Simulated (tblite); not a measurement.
Compound: C₅H₃ClFP.
SMILES with atom numbers: `[F:1][c:2]1[cH:3][cH:4][c:5]([Cl:6])[cH:7][p:8]1` (hydrogens: H9 on C3; H10 on C4; H11 on C7)

Method: GFN2-xTB as coded in tblite; computed harmonic values from a numerical Hessian at the method's own geometry, unscaled. The method is semi-empirical: single wavenumbers can be off by several per cent or more.

Harmonic wavenumbers (cm⁻¹): 102.6, 232.8, 239.8, 320.0, 339.2, 343.0, 420.0, 422.0, 589.1, 599.5, 701.5, 802.9, 844.1, 851.0, 903.9, 906.6, 1080.3, 1116.5, 1183.0, 1231.2, 1312.6, 1371.6, 1492.1, 1544.8, 3069.5, 3077.1, 3106.5.

A = 3620, B = 869.9, C = 701.3 MHz; mass 147.964 u (most abundant isotopes); point group Cs, symmetry number 1.

Problem. What is the zero-point energy?

Solution. ½Σν̃ = 14102 cm⁻¹ = 40.32 kcal/mol.

Problem. Give the ideal-gas entropy at 200 K and 1 bar in the rigid-rotor, harmonic-oscillator model (classical rotation).

Solution. Translation 38.93, rotation 28.18, vibration 8.30: S = 75.4 cal/(mol K).

Problem. And Cp and H(200 K) − H(0)?

Solution. Cp = 21.04 cal/(mol K), of which vibrations give 13.09 (their classical limit is 27 R = 53.7); H(200 K) − H(0) = 2.66 kcal/mol without the zero-point energy, 1.07 from vibrations.

Problem. Which modes carry the vibrational entropy at 200 K?

Solution. 102.6 cm⁻¹: 2.64; 232.8 cm⁻¹: 1.18; 239.8 cm⁻¹: 1.13; 320.0 cm⁻¹: 0.72; 339.2 cm⁻¹: 0.64; 343.0 cm⁻¹: 0.63 cal/(mol K); the other 21 give 1.36 together.

Problem. Blend soft modes into free rotors: weight 1/[1 + (100 cm⁻¹/ν̃)⁴] for the oscillator and the rest for a rotor with moment μB/(μ + B), μ = h/(8π²ν), B = 10⁻⁴⁴ kg m². What vibrational entropy results?

Solution. 8.25 cal/(mol K) in place of 8.30, which changes −T·S at 200 K by +0.01 kcal/mol.

Hindered rotation and anharmonicity are outside this model.
